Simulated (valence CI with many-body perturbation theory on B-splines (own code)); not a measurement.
# Energy levels of Zr X

Computed by configuration interaction combined with many-body perturbation theory (CI+MBPT): three valence electrons over a frozen Dirac-Fock core [Ar] 3d10, radial functions for each j: 11 s, 11 p, 10 d, 8 f, 5 g, 2 h, with the one-electron correlation potential Σ1 (screened to all orders), the two-electron term Σ2, the three-electron term Σ3, Breit, model QED; selected single and double excitations, second order for the rest, scaled by the run's own slope (own B-spline code, finite nucleus).

No measured spectrum was set against this ion. As an estimate, levels hold to about 250 cm⁻¹ or 0.2 % of their energy and the worst to 1 %, as in measured heavy ions of charge 2 to 7; those with d or f electrons hold less well.

Levels 136 to 171 of 171, with energies above the lowest level, 4s2 4p 2P°_1/2. "Leading %" is the weight of the configuration and term that name the level; weights of strongly mixed levels are sums over their largest components and can fall short. Lifetimes count E1, E2, E3, M1 and M2 decay at the calculated energies, and are blank where another channel may lead or the interval is too uncertain; long ones can be off by a factor of two.

```
No.  Configuration  Term    J  E (cm⁻¹)  Leading %  Lifetime   Second component
136         4s 4d2    2G  9/2    927130         40   9.57 ps     33 % 4s2 5g 2G
137       4s 4p 4f    2D  5/2    927740         64   11.1 ps     25 % 4s 4d2 2D
138         4s2 5g    2G  7/2    927830         37   10.1 ps     36 % 4s 4d2 2G
139         4s 4d2    2S  1/2    931380         82   10.9 ps      8 % 4s 4d2 2P
140         4s2 6p   2P°  1/2    931710         97   57.2 ps                   
141         4s2 6p   2P°  3/2    935280         97   58.1 ps                   
142         4s 4d2    2P  1/2    936880         74   9.09 ps     12 % 4p2 4d 2P
143         4s 4d2    2P  3/2    938100         80   8.96 ps     14 % 4p2 4d 2P
144         4s 4d2    2F  5/2    940200         52   6.92 ps   26 % 4s 4p 4f 2F
145         4s 4d2    2F  7/2    941640         55   7.11 ps   25 % 4s 4p 4f 2F
146         4s2 5g    2G  9/2    961330         61   10.5 ps   21 % 4s 4p 4f 2G
147         4s2 5g    2G  7/2    962300         58   10.2 ps   23 % 4s 4p 4f 2G
148       4s 4p 5d   4F°  3/2    964400         51   76.1 ps  21 % 4s 4p 5d 4D°
149       4s 4p 5d   4D°  5/2    966290         48   71.4 ps  27 % 4s 4p 5d 4F°
150       4s 4p 5d   4D°  1/2    968210         88   63.6 ps   4 % 4s 4p 5d 2P°
151       4s 4p 5d   4D°  3/2    968830         49   71.0 ps  34 % 4s 4p 5d 2D°
152       4s 4p 5d   2D°  5/2    969650         50   80.2 ps  30 % 4s 4p 5d 4F°
153       4s 4p 5d   4D°  7/2    971210         49   71.1 ps  41 % 4s 4p 5d 4F°
154       4s 4p 5d   4F°  3/2    973490         43   81.7 ps  26 % 4s 4p 5d 2D°
155       4s 4p 5d   2F°  5/2    975630         39   77.9 ps  20 % 4s 4p 5d 4F°
156         4p2 5s    4P  1/2    982990         82   18.7 ps      9 % 4p2 5s 2P
157       4s 4p 5d   4F°  7/2    984580         53   73.6 ps  45 % 4s 4p 5d 4D°
158       4s 4p 5d   2F°  5/2    985110         26   76.2 ps  22 % 4s 4p 5d 4D°
159       4s 4p 5d   4F°  9/2    987400         99   86.3 ps                   
160       4s 4p 5d   4P°  5/2    988170         46   76.3 ps  21 % 4s 4p 5d 2D°
161       4s 4p 5d   4P°  3/2    988300         61   71.4 ps  18 % 4s 4p 5d 4D°
162       4s 4p 5d   4P°  1/2    990410         91   72.9 ps   5 % 4s 4p 5d 4D°
163       4s 4p 5d   2F°  7/2    992340         91   79.5 ps                   
164       4s 4p 5d   2P°  3/2    992870         61   78.4 ps  22 % 4s 4p 5d 4P°
165         4p2 5s    4P  3/2    993550         91   20.5 ps                   
166         4p2 5s    2D  5/2    996680         47   18.9 ps     45 % 4p2 5s 4P
167       4s 4p 5d   2P°  1/2    996860         89   77.9 ps                   
168         4p2 5s    2D  3/2   1000200         59   14.3 ps     24 % 4p2 5s 2P
169         4s2 6d    2D  3/2   1000600         91   78.9 ps                   
170         4p2 5s    2P  1/2   1001200         82   9.39 ps     11 % 4p2 5s 4P
171         4s2 6d    2D  5/2   1001200         96    108 ps
```

Names give the largest LS component (configuration and term), which can be under half, so a name can repeat, a term be missing and a line seem to break the LS rules; names also repeat where a configuration has a term twice.

Where two levels of one J and parity lie close, their mixing, g and order are uncertain.
